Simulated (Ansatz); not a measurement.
## Ligand exchange: HCN + C2H8MgN2 → CH2N2 + C2H7MgN

Gas-phase species: HCN (hydrogen cyanide) `C#N`, singlet; C2H8MgN2 `C[N](C)[Mg][NH2]`, singlet; CH2N2 (cyanamide) `N#CN`, singlet; C2H7MgN `C[N](C)[MgH]`, singlet. The partners trade H for NH2: C–H and Mg–NH2 bonds give way to C–NH2 and Mg–H.

Shapes, held fixed at every level: PBE0-D4/def2-TZVP. Programs: Ansatz 0.2.0. The zero-point and thermal change to 298 K, harmonic and unscaled (PBE0-D4/def2-TZVP), is -6.1 kJ/mol.

Task: Estimate ΔH(298 K) of this reaction.

Result: The highest level, CCSD(T)/def2-TZVPP, gives ΔH(298 K) = +95.4 kJ/mol; the levels span +67.6 to +95.4. The column of differences is taken from that level and isn't an error. No measured value is set beside it here. Outer-core shells of Mg are correlated, in sets that cover them unevenly. CCSD(T)/def2-TZVPP lies outside the range of the other correlated levels here, so it shouldn't be taken on trust. Times are processor times on shared x86 and Arm servers, and rough.

| level | kind | ΔH(298 K) (kJ/mol) | less CCSD(T)/def2-TZVPP | CPU time (sum over the molecules) |
| --- | --- | --- | --- | --- |
| HF/def2-TZVPP | Hartree–Fock | +78.8 | -16.6 | – |
| PBE-D4/def2-TZVPP | GGA | +67.6 | -27.8 | 18 s |
| r2SCAN-D4/def2-TZVPP | meta-GGA | +78.8 | -16.6 | 28 s |
| B3LYP-D4/def2-TZVPP | global hybrid | +78.7 | -16.7 | 26 s |
| PBE0-D4/def2-TZVPP | global hybrid | +69.1 | -26.3 | 18 s |
| r2SCAN0-D4/def2-TZVPP | global hybrid | +77.7 | -17.7 | 28 s |
| CCSD(T)/def2-TZVPP | coupled cluster or CI | +95.4 | 0.0 | – |
